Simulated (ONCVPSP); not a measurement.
**Plane-wave convergence, ONCV potential for iridium**

| Property | Result |
| --- | --- |
| Element | Ir |
| Generator | ONCVPSP 4.0.1 |
| Type | optimised norm-conserving Vanderbilt (ONCV) |
| Functional | PBEsol |
| Relativity | scalar-relativistic |
| Frozen core | [Kr] 4d10 4f14 5s2 |
| Valence charge | 15 |
| Reference configuration | 5p6 5d7 6s1.5 (charge +0.5) |
| Partial waves | 6s: rc 2.25 bohr, ncon 4, nbas 7, qcut 2.6 1/bohr, 2 projectors, debl 2.1 Ha; 5p: rc 1.40 bohr, ncon 3, nbas 7, qcut 7.7 1/bohr, 2 projectors, debl 0.9 Ha; 5d: rc 1.40 bohr, ncon 5, nbas 9, qcut 9.4 1/bohr, local |
| Local potential | the d channel |
| Core correction | polynomial model core, fcfact 0.4 |

In the p channel the program set the typed energies aside and used -2.159, 0.250 Ha.

For each optimised wave give the share of its norm inside rc, the residual kinetic energy above qcut (Ha) and the cutoffs (Ha) for errors of 10, 1, 0.1 and 0.01 mHa per electron.

```json
{"wave": "6s", "norm inside rc": "0.318", "residual KE": "4.2e-03", "10 mHa": "2.8", "1 mHa": "7.0", "0.1 mHa": "17.9", "0.01 mHa": "22.0"}
{"wave": "s projector 2", "norm inside rc": "0.120", "residual KE": "1.0e-01", "10 mHa": "6.6", "1 mHa": "17.5", "0.1 mHa": "32.6", "0.01 mHa": "39.7"}
{"wave": "5p", "norm inside rc": "0.778", "residual KE": "9.9e-05", "10 mHa": "11.5", "1 mHa": "23.6", "0.1 mHa": "30.3", "0.01 mHa": "105.2"}
{"wave": "p projector 2", "norm inside rc": "0.077", "residual KE": "7.0e-05", "10 mHa": "9.4", "1 mHa": "22.3", "0.1 mHa": "28.6", "0.01 mHa": "60.0"}
{"wave": "5d", "norm inside rc": "0.394", "residual KE": "6.4e-06", "10 mHa": "13.5", "1 mHa": "18.0", "0.1 mHa": "35.1", "0.01 mHa": "42.9"}
```

The occupied waves need 24 Ha and 35 Ha for 1 and 0.1 mHa. Note: no bound ghost flagged; GHOST(+) flagged for s at 8.4 eV. 1 of 4 tests not solved or not reliable.
